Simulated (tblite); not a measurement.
Compound: C6H9ClO3.
Atom-mapped SMILES: `[CH3:1][CH2:2][C:3](=[O:4])[O:5][C:6](=[O:7])[CH2:8][CH2:9][Cl:10]` (hydrogens: H11, H12, H13 on C1; H14, H15 on C2; H16, H17 on C8; H18, H19 on C9)

Computed with GFN2-xTB (tblite), gas phase: L-BFGS steps from a force-field or distance-geometry start until the largest atomic force falls under 0.01 eV/Å.

Step 18: E = -930.5740 eV
```
atom  x, y, z in Å  |  force x, y, z in eV/Å
C1      3.7017   -0.3376    0.0786   -0.012   0.002  -0.008
C2      2.3518   -0.0496   -0.5655    0.008  -0.002  -0.007
C3      1.2364   -0.2195    0.4314    0.015   0.000   0.021
O4      1.3502   -0.5303    1.5715   -0.024  -0.002   0.007
O5      0.0247    0.0481   -0.1917    0.009   0.001  -0.012
C6     -1.1755   -0.0222    0.4619    0.004  -0.002   0.033
O7     -1.3213   -0.3134    1.6062    0.016  -0.011   0.025
C8     -2.2916    0.3296   -0.4970   -0.011   0.002  -0.001
C9     -3.6314    0.2514    0.2170   -0.031   0.006  -0.017
Cl10   -4.9589    0.6617   -0.9009    0.048  -0.006   0.009
H11     3.7227   -1.3554    0.4602    0.020   0.021  -0.004
H12     4.5045   -0.2133   -0.6437   -0.030   0.002   0.012
H13     3.8664    0.3389    0.9132    0.025  -0.017  -0.011
H14     2.1640   -0.7237   -1.4038   -0.014   0.004  -0.008
H15     2.3098    0.9710   -0.9522   -0.013  -0.004  -0.004
H16    -2.1153    1.3341   -0.8866    0.006   0.008  -0.010
H17    -2.2589   -0.3609   -1.3417    0.005  -0.006  -0.017
H18    -3.8164   -0.7560    0.5889   -0.010   0.010  -0.002
H19    -3.6726    0.9563    1.0468   -0.011  -0.005  -0.006
```

Step 19: E = -930.5744 eV
```
atom  x, y, z in Å  |  force x, y, z in eV/Å
C1      3.7029   -0.3373    0.0762   -0.009   0.003  -0.001
C2      2.3511   -0.0499   -0.5641    0.013  -0.004  -0.004
C3      1.2361   -0.2204    0.4339    0.023   0.007   0.021
O4      1.3504   -0.5310    1.5741   -0.017  -0.004   0.001
O5      0.0239    0.0480   -0.1877    0.013   0.000  -0.028
C6     -1.1766   -0.0231    0.4653    0.010   0.002   0.037
O7     -1.3224   -0.3143    1.6095    0.009  -0.013   0.030
C8     -2.2915    0.3290   -0.4947   -0.012   0.002  -0.008
C9     -3.6332    0.2520    0.2150   -0.043   0.007  -0.015
Cl10   -4.9583    0.6633   -0.9069    0.063  -0.010   0.019
H11     3.7268   -1.3548    0.4576    0.017   0.015  -0.005
H12     4.5030   -0.2115   -0.6490   -0.029  -0.001   0.012
H13     3.8708    0.3389    0.9102    0.021  -0.011  -0.005
H14     2.1648   -0.7242   -1.4024   -0.027   0.005  -0.009
H15     2.3104    0.9706   -0.9510   -0.025  -0.006  -0.001
H16    -2.1141    1.3325   -0.8851    0.010   0.024  -0.010
H17    -2.2576   -0.3608   -1.3393    0.007  -0.021  -0.028
H18    -3.8202   -0.7549    0.5866   -0.012   0.004  -0.002
H19    -3.6763    0.9570    1.0444   -0.013   0.000  -0.002
```

Step 20: E = -930.5748 eV
```
atom  x, y, z in Å  |  force x, y, z in eV/Å
C1      3.7043   -0.3367    0.0732   -0.001   0.003   0.008
C2      2.3504   -0.0504   -0.5624    0.010  -0.005   0.001
C3      1.2361   -0.2213    0.4373    0.021   0.013   0.014
O4      1.3502   -0.5320    1.5775   -0.004  -0.005  -0.006
O5      0.0232    0.0479   -0.1831    0.013  -0.002  -0.032
C6     -1.1778   -0.0241    0.4700    0.015   0.007   0.027
O7     -1.3234   -0.3157    1.6141    0.001  -0.012   0.023
C8     -2.2916    0.3283   -0.4919   -0.004   0.001  -0.014
C9     -3.6360    0.2529    0.2123   -0.034   0.005  -0.004
Cl10   -4.9564    0.6653   -0.9144    0.062  -0.009   0.016
H11     3.7324   -1.3540    0.4542    0.012   0.003  -0.004
H12     4.5004   -0.2093   -0.6556   -0.017  -0.003   0.004
H13     3.8768    0.3388    0.9064    0.014   0.000   0.005
H14     2.1654   -0.7248   -1.4009   -0.041   0.005  -0.007
H15     2.3107    0.9701   -0.9495   -0.039  -0.006   0.001
H16    -2.1124    1.3309   -0.8832    0.013   0.033  -0.005
H17    -2.2557   -0.3611   -1.3367    0.008  -0.030  -0.029
H18    -3.8252   -0.7535    0.5838   -0.014  -0.003  -0.001
H19    -3.6811    0.9578    1.0414   -0.015   0.006   0.003
```

Task: Estimate the geometry and energy of step 21. (The exact step hangs on the optimiser's Hessian estimate; all steps are aligned on step 20, rigid shifts and turns removed.)

Result: E = -930.5752 eV, largest force 0.050 eV/Å
```
atom  x, y, z in Å  |  force x, y, z in eV/Å
C1      3.7054   -0.3362    0.0708    0.006   0.002   0.013
C2      2.3499   -0.0509   -0.5608    0.001  -0.004   0.005
C3      1.2362   -0.2218    0.4402    0.010   0.013   0.001
O4      1.3497   -0.5328    1.5803    0.010  -0.004  -0.008
O5      0.0227    0.0477   -0.1795    0.007  -0.004  -0.019
C6     -1.1786   -0.0249    0.4744    0.014   0.008   0.006
O7     -1.3240   -0.3170    1.6183   -0.002  -0.006   0.007
C8     -2.2916    0.3276   -0.4897    0.009   0.000  -0.013
C9     -3.6387    0.2537    0.2100   -0.004   0.000   0.009
Cl10   -4.9536    0.6668   -0.9207    0.043  -0.004   0.002
H11     3.7374   -1.3532    0.4513    0.006  -0.009  -0.002
H12     4.4977   -0.2074   -0.6613   -0.002  -0.004  -0.006
H13     3.8822    0.3387    0.9031    0.006   0.010   0.013
H14     2.1652   -0.7252   -1.3996   -0.049   0.007  -0.002
H15     2.3102    0.9695   -0.9481   -0.045  -0.005   0.002
H16    -2.1107    1.3301   -0.8816    0.012   0.026   0.002
H17    -2.2539   -0.3618   -1.3348    0.009  -0.026  -0.017
H18    -3.8298   -0.7523    0.5813   -0.015  -0.008   0.000
H19    -3.6856    0.9586    1.0389   -0.015   0.010   0.007
```

The energy changes by -0.0004 eV. The first-order estimate −F·Δx gives -0.0005 eV and the mean of the old and new forces, exact on a quadratic surface, -0.0004 eV. The step makes an angle of 78° with the force vector and moves no atom by more than 0.007 Å.

What follows is the cost of the whole relaxation. Time: 0.27 s. Hardware: Arm Neoverse V2, one thread (shared host).
